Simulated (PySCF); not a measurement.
Xenon: a sound run and one with changed settings

Sound run: Xe [Xe], Xe+ [Kr] 4d10 5s2 5p5. All numbers are calculated (PySCF 2.14, a scalar-relativistic core potential, in def2-SVP with the def2 core potential (28 electrons) (6s5p3d2f, 50 functions)). In the sound run the correlated levels freeze 4s2 4p6 4d10 outside the core potential. The sound run starts from symmetry-adapted Hartree-Fock orbitals and uses a fine grid where one is needed.

A second run was set up differently.

```csv
species,method,sound run (hartree),changed run (hartree),converged
Xe,UHF,-328.29839,-328.29839,yes
Xe,M06-L,-329.53117,-329.53112,no
Xe,PBE0,-329.37768,-329.37766,no
Xe,MP2,-328.44335,-328.44335,yes
Xe,CCSD(T),-328.46336,-328.46336,yes
Xe+,UHF,-327.87704,-327.87482,no
Xe+,M06-L,-329.08753,-329.08045,no
Xe+,PBE0,-328.92230,-328.91720,no
```

What was changed?
A. minimal basis
B. basis contracted for another Hamiltonian
C. too few SCF iterations
D. level shift left on

C. It used initial guess atom, at most 2 SCF cycles. The SCF was stopped early; the energies are upper bounds that still move, and correlated levels were skipped or rest on poor orbitals.
